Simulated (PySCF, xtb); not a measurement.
In(H)(Me)(vinyl) (C₃H₇In), SMILES C=[CH][InH][CH3].

GFN2-xTB (xtb) at its own geometry gives an orbital gap of 3.83 eV and a dipole moment of 1.44 D.

The structure is a stationary point at r2SCAN-D4/def2-SVP. The structure was generated by enumeration; whether it is a known compound was not checked. The def2 effective core potentials stand for the cores of In; spin–orbit coupling is left out. One conformer was computed; it need not be the lowest.

**Question.** What does CAM-B3LYP/def2-TZVP run with PySCF give? (The exact figures need the calculation; the answer reports its results.)

**Answer.** gap 7.96 eV (levels -8.60 and -0.65 eV), dipole 0.57 D.
